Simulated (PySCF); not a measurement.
**C²⁺ (carbon, charge +2): UHF calculation**

Configuration: [He] 2s1 3s1, high-spin 3S determinant (an excited configuration). All numbers are calculated (PySCF 2.14, the non-relativistic Hamiltonian (point nucleus), in aug-cc-pVQZ with one added diffuse shell each of s, p, d, f, g type (7s6p5d4f3g, 105 functions)).

* Total energy: -35.387847 hartree
* One-electron energy: -41.8306 hartree
* Hartree (Coulomb) energy: 10.5605 hartree
* Exchange energy: -4.1178 hartree
* Kinetic energy: 35.39345 hartree
* ⟨S²⟩: 2.0000
* ⟨L²⟩: 0.000
* Sum of ⟨r⟩: 5.281 bohr
* Sum of ⟨r²⟩: 15.67 bohr²
* Density at the nucleus (Gaussians lack the cusp): 125 bohr⁻³
* Spin density at the nucleus: 5.92 bohr⁻³
* Langevin diamagnetic susceptibility: -12.4 ×10⁻⁶ cm³/mol

```json
{"shell": "1s α", "electrons": "1", "mean orbital energy (eV)": "-358.21", "rms radius, mean of both spins (bohr)": "0.310"}
{"shell": "1s β", "electrons": "1", "mean orbital energy (eV)": "-355.47", "rms radius, mean of both spins (bohr)": "0.310"}
{"shell": "2s α", "electrons": "1", "mean orbital energy (eV)": "-55.951", "rms radius, mean of both spins (bohr)": "1.38"}
{"shell": "3s α", "electrons": "1", "mean orbital energy (eV)": "-18.013", "rms radius, mean of both spins (bohr)": "3.68"}
```

The outer electron is Rydberg-like, and this basis confines it to a smaller radius and binds it less than a complete one would.
